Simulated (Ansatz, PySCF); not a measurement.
Al(F)(GeH3)(Me) (CH6AlFGe), SMILES [CH3][Al]([F])[GeH3].

Coordinates come from a PBE0-D3(BJ)/def2-SVP optimisation. The structure was generated by enumeration; whether it is a known compound was not checked.

Vertical ionisation energy (IE) and electron affinity (EA) in eV. Rows of orbital energies are one-electron estimates. Where ΔSCF, EOM or ADC give a negative EA the extra electron is unbound and the value depends on the basis.

```json
[
 {"level": "−ε(HOMO), −ε(LUMO), B3LYP/def2-TZVP (PySCF)", "IE": "7.40", "EA": "1.58"},
 {"level": "−ε(HOMO), −ε(LUMO), PBE/def2-TZVP (PySCF)", "IE": "6.48", "EA": "2.11"},
 {"level": "ΔSCF, PBE0/def2-SVPD (Ansatz), final states of multiplicity 2 and 2", "IE": "9.59", "EA": "-0.10"},
 {"level": "ΔSCF, PBE/def2-SVPD (Ansatz), final states of multiplicity 2 and 2", "IE": "9.34", "EA": "-0.08"}
]
```

**Question.** What vertical singlet–triplet gap does ΔSCF give with PBE0/def2-SVPD (Ansatz, a quantum-chemistry and plane-wave program) and with PBE/def2-SVPD (Ansatz)? (The exact figures need the calculation; the answer reports its results.)

**Answer.** 4.27 and 4.04 eV (triplet above singlet where positive).
